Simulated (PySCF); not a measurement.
Ba²⁺ (barium, charge +2): UHF calculation

Configuration: [Xe], closed-shell 1S. Computed with PySCF 2.14 in def2-TZVP with the def2 core potential (46 electrons) (6s4p3d1f, 40 functions), with a scalar-relativistic core potential.

| Item | Value |
| --- | --- |
| Total energy | -24.594824 hartree |
| One-electron energy | -36.9964 hartree |
| Hartree (Coulomb) energy | 15.3816 hartree |
| Exchange energy | -2.9801 hartree |
| ⟨S²⟩ | 0.0000 |
| ⟨L²⟩ | 0.000 |
| Sum of ⟨r⟩ | 15.17 bohr |
| Sum of ⟨r²⟩ | 31.64 bohr² |
| Time after the integrals | 0.12 s of wall time on 1 thread of Neoverse-N1 (shared host) |

```json
{"shell": "5s", "electrons": "2", "mean orbital energy (eV)": "-56.198", "rms radius, mean of both spins (bohr)": "1.77"}
{"shell": "5p", "electrons": "6", "mean orbital energy (eV)": "-36.567", "rms radius, mean of both spins (bohr)": "2.06"}
```

Energies and moments cover only the electrons outside the core potential. Spin-orbit coupling, which splits the p, d and f shells strongly at this Z, is absent.
